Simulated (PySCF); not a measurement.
These are B3LYP-D3(BJ)/def2-TZVP run with PySCF values and carry that method's errors. All species are isolated molecules in the gas phase. One relaxed conformer stands for a flexible species; it need not be the lowest. B3LYP has the VWN-RPA correlation part, as in Gaussian. Excitations are Tamm–Dancoff values on a coarser integration grid. The basis has no diffuse functions, so Rydberg states are missing or too high.

Reference species (SMILES): `O/C=B/[H]` (B–C–O–H torsion 0°) (neutral, multiplicity 1).

```json
{
 "LUMO": "-2.27 eV",
 "HOMO": "-5.68 eV",
 "brightest of the four lowest singlets (TDA)": "6.22 eV"
}
```

Changed species: `B1CO1`.

Problem. What does the change do to the LUMO, HOMO and brightest of the four lowest singlets (TDA)?

Solution. the LUMO goes up by 1.62 eV, to -0.65 eV; the HOMO drops by 2.42 eV, to -8.10 eV; the brightest of the four lowest singlets (TDA) goes up by 2.02 eV, to 8.24 eV.
